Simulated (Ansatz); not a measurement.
Reaction (atomization): `[AlH2][O]C[SiH2][SiH3]` → Al• + C• + 9 H• + O• + 2 Si•

Computed with Ansatz on PBE0-D4/def2-TZVP structures; ΔE is electronic, products minus reactants. CCSD(T)/CBS adds triple-zeta CCSD(T) − MP2 to the extrapolated MP2 energy (def2 sets, frozen cores). This one scheme is used for every species, atoms too. DFT in def2-TZVPP. B3LYP here is the variant with VWN-RPA as its local correlation; programs differ in this. No spin–orbit coupling; open shells (•) take unrestricted orbitals. Spin–orbit coupling would lower the free atoms: a little for Al, C, O, Si. Each species was taken in one conformer, which may not be the lowest.

```tsv
level	ΔE (kJ/mol)	difference from CCSD(T)/CBS
PBE-D4	4435.9	-23.1
r2SCAN-D4	4453.3	-5.7
B3LYP-D4	4446.2	-12.8
ωB97M-V	4454.8	-4.2
B2PLYP	4388.1	-70.9
PBE	4405.3	-53.7
r2SCAN	4445.5	-13.5
B3LYP	4396.9	-62.1
HF/def2-TZVPP	3329.9	-1129.1
MP2/def2-TZVPP	4350.1	-108.9
SCS-MP2/def2-TZVPP	4378.1	-80.9
CCSD/def2-TZVPP	4297.4	-161.6
CCSD(T)/def2-TZVPP	4344.8	-114.2
SCS-MP2/def2-QZVPP	4455.4	-3.6
HF/CBS(def2)	3339.7	-1119.3
MP2/CBS(def2)	4464.2	5.2
CCSD(T)/CBS	4459.0	0
```

Largest T1 diagnostic among the species: 0.018.

From PBE to PBE0 (25 % exact exchange), in def2-TZVPP and without D4, ΔE moves by −32.1 kJ/mol: exact exchange takes away binding that semilocal exchange gives to molecules. The D4 term adds +49.3 kJ/mol with B3LYP and +26.3 kJ/mol with PBE0; it sums over pairs of atoms, weighted by their polarisabilities, and B3LYP, whose exchange is more repulsive, gets the larger term.

For atomizations the MP2-based limit and the directly extrapolated one differ by several kJ/mol either way, and by 10 to 25 for some Ge, Se and Sn compounds, so smaller differences from it don't rank the levels.
